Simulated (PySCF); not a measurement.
[Zn(CH3)(F)], neutral singlet in the gas phase. 

Cartesian coordinates (Å):
```xyz
6

Zn    -0.0051     0.0029     0.0009
C     -1.6490     0.9492     0.3040
H     -1.8823     1.6106    -0.5543
H     -1.5765     1.5747     1.2162
H     -2.4896     0.2386     0.4348
F      1.4978    -0.8621    -0.2761
```
Charge 0, spin multiplicity 1.

All levels are single points at this geometry (PBE-D3(BJ)/def2-SVP); Pople sets use spherical d functions. Orbital energies aren't observables, and empty levels follow the basis.

| level | HOMO (eV) | LUMO (eV) | gap (eV) | dipole (D) | vertical IE, Delta-SCF (eV) |
|---|---|---|---|---|---|
| B3LYP-D3(BJ)/def2-TZVP in PySCF | -8.61 | -0.90 | 7.71 | 2.83 | – |
| PBE-D3(BJ)/def2-TZVP in PySCF | -7.63 | -1.39 | 6.24 | 2.74 | – |
| TPSSh-D3(BJ)/def2-TZVP in PySCF | -8.09 | -0.88 | 7.21 | 2.73 | – |
| B3LYP/6-311+G** (LANL2DZ on Zn) in PySCF | -8.32 | -1.18 | 7.15 | 3.13 | – |
| B3LYP/6-31G* (LANL2DZ on Zn) in PySCF | -7.95 | -0.57 | 7.38 | 2.45 | 10.69 |
| BP86/6-31G* (LANL2DZ on Zn) in PySCF | -6.98 | -1.15 | 5.83 | 2.37 | – |
| M06-2X/6-31G* (LANL2DZ on Zn) in PySCF | -9.32 | 0.52 | 9.84 | 2.52 | – |
| SVWN5/6-31G* (LANL2DZ on Zn) in PySCF | -7.11 | -1.30 | 5.80 | 2.50 | – |
| HF/STO-3G in PySCF | -3.95 | 6.27 | 10.23 | 0.35 | – |
